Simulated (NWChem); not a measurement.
System: Si2H4OF2; SMILES O[SiH2][SiH](F)F

Input file for NWChem:

```
start job
memory heap 200 mb stack 900 mb global 1100 mb
geometry units angstroms noautosym nocenter noautoz
  O      0.640300     2.371383     0.272136
  Si    -0.539130     1.307456    -0.243339
  Si     0.054439    -0.876230     0.383228
  F     -0.959132    -1.941862    -0.299733
  F      1.531610    -1.165205    -0.229335
  H      1.514896     2.267777    -0.115220
  H     -0.732343     1.331432    -1.728286
  H     -1.802869     1.717108     0.427660
  H      0.115852    -1.184478     1.837257
end
basis spherical
  * library pcsseg-1
end
dft
  xc xpbe96 cpbe96
  iterations 150
end
property
  shielding
end
task dft property
```

Structure relaxed at the PBE0/def2-SVP level.

GIAO values for the isolated, static molecule; σ is the absolute isotropic shielding, δ = σ(reference) − σ with the isolated reference molecule computed at the same levels (19F: trichlorofluoromethane, 1H: tetramethylsilane, 17O: water, 29Si: tetramethylsilane).

Atoms are numbered as in the input.

What results follow from this input? (PBE/pcSseg-1, GIAO.) Quantities: δ O1 (ppm); δ Si2 (ppm); δ Si3 (ppm); δ F5 (ppm); δ H6 (ppm); δ H7 (ppm); δ H9 (ppm).


```
Property      Value
-----------  ------
δ O1 (ppm)     -5.2
δ Si2 (ppm)   -30.8
δ Si3 (ppm)     9.0
δ F5 (ppm)   -171.6
δ H6 (ppm)    -0.27
δ H7 (ppm)     5.50
δ H9 (ppm)     5.80
```
